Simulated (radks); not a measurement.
Results of a calculation; reference values are marked as such.
Question: Ba+, 55 electrons, occupied as [Xe] 6s1. Code: a radial shooting solver on a logarithmic mesh with Libxc functionals. Model: scalar-relativistic Kohn-Sham, LDA (Slater exchange, Perdew-Zunger correlation), spin-polarised, spherical densities, finite nucleus; open shells are filled with parallel spins first (spin-orbit coupling, left out, can overturn this in heavy ions); Fermi nuclear charge, rms radius 4.8378 fm. Some entries of the table are withheld. Estimate them.

| orbital | occ. | eigenvalue (hartree) | <r^2> (bohr^2) |
|---|---|---|---|
| 1s up | 1 | -1367.916 | 0.0008899 |
| 1s down | 1 | -1367.916 | 0.0008899 |
| 2s up | 1 | -216.4364 | 0.01423 |
| 2s down | 1 | -216.4362 | 0.01423 |
| 2p up | 3 | -194.2200 | 0.01130 |
| 2p down | 3 | -194.2197 | 0.01130 |
| 3s up | 1 | -45.83711 | 0.09768 |
| 3s down | 1 | -45.83679 | 0.09768 |
| 3p up | 3 | -38.71201 | 0.09766 |
| 3p down | 3 | -38.71169 | 0.09766 |
| 3d up | 5 | -28.33010 | 0.08399 |
| 3d down | 5 | -28.32980 | 0.08399 |
| 4s up | 1 | -9.15138 | 0.5132 |
| 4s down | 1 | -9.15076 | 0.5132 |
| 4p up | 3 | -6.85021 | 0.5833 |
| 4p down | 3 | -6.84952 | 0.5832 |
| 4d up | 5 | -3.50719 | (1) |
| 4d down | 5 | -3.50631 | (2) |
| 5s up | 1 | (3) | 3.005 |
| 5s down | 1 | (4) | 2.995 |
| 5p up | 3 | -0.90105 | (5) |
| 5p down | 3 | -0.89719 | (6) |
| 6s up | 1 | -0.29613 | 20.21 |
| 6s down | 0 | -0.27171 | 20.51 |

Answer: 
(1) 4d up <r^2> (bohr^2): 0.7457
(2) 4d down <r^2> (bohr^2): 0.7455
(3) 5s up eigenvalue (hartree): -1.45315
(4) 5s down eigenvalue (hartree): -1.45089
(5) 5p up <r^2> (bohr^2): 4.166
(6) 5p down <r^2> (bohr^2): 4.122
